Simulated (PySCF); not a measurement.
`N#C[Si@H](C=O)/C=C/C1CC1`: 4 charge schemes on one density

Species: C₇H₉NOSi.
Atom-mapped SMILES: `[N:1]#[C:2][Si@H:3]([CH:4]=[O:5])/[CH:6]=[CH:7]/[CH:8]1[CH2:9][CH2:10]1` (hydrogens: H11 on Si3; H12 on C4; H13 on C6; H14 on C7; H15 on C8; H16, H17 on C9; H18, H19 on C10)

Cartesian coordinates in Å at the GFN2-xTB level; atoms count from 1:
```xyz
19
C7H9NOSi angstrom
N      3.048   -1.311    1.759
C      2.758   -0.865    0.744
Si     2.235   -0.146   -0.901
C      3.216    1.505   -1.080
O      2.887    2.367   -1.854
C      0.402    0.208   -0.849
C     -0.437   -0.250    0.084
C     -1.868    0.046    0.128
C     -2.821   -1.002    0.652
C     -2.541    0.209    1.471
H      2.690   -1.072   -1.943
H      4.122    1.655   -0.454
H      0.002    0.843   -1.631
H     -0.065   -0.881    0.883
H     -2.225    0.675   -0.679
H     -2.402   -1.944    0.972
H     -3.781   -1.092    0.167
H     -3.304    0.966    1.561
H     -1.927    0.098    2.352
```

Density: PBE0/pcSseg-1 (PySCF); schemes: Mulliken, IAO, Hirshfeld and ESP-fitted. Isolated species at its GFN2-xTB geometry (one conformer only). GFN2-xTB frequencies show an imaginary mode (30i cm⁻¹), so this geometry is no minimum at that level.

Q: Give the atomic charges in each scheme.

A: In e:

```csv
atom,environment,Mulliken,IAO,Hirshfeld,ESP-fitted
N1,cyano nitrogen,-0.204,-0.192,-0.196,-0.378
C2,cyano carbon,-0.217,-0.162,-0.030,+0.140
Si3,SiH silicon,+0.897,+0.854,+0.394,+0.371
C4,carbonyl carbon,-0.025,+0.013,+0.055,+0.315
O5,carbonyl oxygen,-0.329,-0.347,-0.201,-0.391
C6,alkene CH carbon,-0.424,-0.468,-0.158,-0.303
C7,alkene CH carbon,-0.034,-0.078,-0.013,-0.272
C8,allylic carbon,-0.282,-0.137,-0.036,+0.019
C9,three-membered-ring carbon,-0.180,-0.284,-0.080,-0.297
C10,three-membered-ring carbon,-0.179,-0.284,-0.079,-0.306
H11,Si–H hydrogen,-0.043,-0.099,-0.057,-0.058
H12,formyl hydrogen,+0.111,+0.107,+0.041,+0.015
H13,vinylic hydrogen,+0.132,+0.161,+0.047,+0.170
H14,vinylic hydrogen,+0.111,+0.144,+0.047,+0.255
H15,methine hydrogen,+0.117,+0.150,+0.053,+0.130
H16,methylene hydrogen,+0.135,+0.153,+0.052,+0.144
H17,methylene hydrogen,+0.139,+0.158,+0.054,+0.147
H18,methylene hydrogen,+0.139,+0.158,+0.055,+0.153
H19,methylene hydrogen,+0.137,+0.154,+0.052,+0.147
```

Mean size of the charges over all atoms: IAO 0.216 e, ESP-fitted 0.211 e, Mulliken 0.202 e, Hirshfeld 0.089 e. Each set sums to the total charge, 0, to within 0.001 e. The ESP scheme is a least-squares fit of atom-centred charges to the potential on four shells outside the van der Waals surface, with the total charge fixed. The Hirshfeld scheme divides the density at each point in proportion to the densities of the neutral, spherically averaged free atoms.

Lowest charge. The schemes don't all agree: Mulliken C6 (-0.424); IAO C6 (-0.468); Hirshfeld O5 (-0.201); ESP-fitted O5 (-0.391).

Highest charge. All schemes agree: Mulliken Si3 (+0.897); IAO Si3 (+0.854); Hirshfeld Si3 (+0.394); ESP-fitted Si3 (+0.371).

Q: Sum the charges by element, for elements with more than one atom.

A: 
```json
{"element": "C", "atoms": "7", "Mulliken": "-1.343", "IAO": "-1.400", "Hirshfeld": "-0.342", "ESP-fitted": "-0.704"}
{"element": "H", "atoms": "9", "Mulliken": "+0.979", "IAO": "+1.086", "Hirshfeld": "+0.345", "ESP-fitted": "+1.102"}
```

Q: How closely do the schemes follow one another over all atoms?

A: Correlation coefficient and root-mean-square difference: Mulliken with IAO 0.98, 0.057 e; IAO with Hirshfeld 0.95, 0.166 e; Mulliken with Hirshfeld 0.94, 0.164 e; Hirshfeld with ESP-fitted 0.82, 0.155 e; IAO with ESP-fitted 0.79, 0.172 e; Mulliken with ESP-fitted 0.70, 0.202 e.

Q: How many electrons does the IAO scheme count on Si3?

A: Z − q = 14 − (+0.854) = 13.146.

These values come from a run that also computed NMR shieldings. Hardware: one thread, Intel Xeon at 2.50 GHz (x86_64), no GPU, shared host. Cost: 2.3 min wall, 2.0 min CPU, 1.1 GiB resident at most.
